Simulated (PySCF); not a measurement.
Computed shifts of a molecule C2H6F2Si, PBE/pcSseg-1 run with PySCF, GIAO, gas phase, atoms alike by connectivity averaged where their shifts nearly agree, in ppm (number of nuclei): ¹³C: -0.1 (2). ²⁹Si: 21.3 (1). ¹⁹F: -168.3 (2). ¹H: 0.52 (6). References: ¹³C against TMS (σ = 182.0 ppm); ²⁹Si against TMS (σ = 335.4 ppm); ¹⁹F against CFCl3 (σ = 133.6 ppm); ¹H against TMS (σ = 31.49 ppm), references at their B3LYP-D3(BJ)/def2-TZVP geometries, non-relativistic. The structure is a stationary point at B3LYP-D3(BJ)/def2-SVP. The values are those of a single conformer.

**Question.** Pick the molecule that these values belong to.
A. C[C@@H](F)[SiH2]F
B. C[Si](C)(F)F
C. FC(F)C[SiH3]
D. FC[SiH2]CF

**Answer.** B, C[Si](C)(F)F
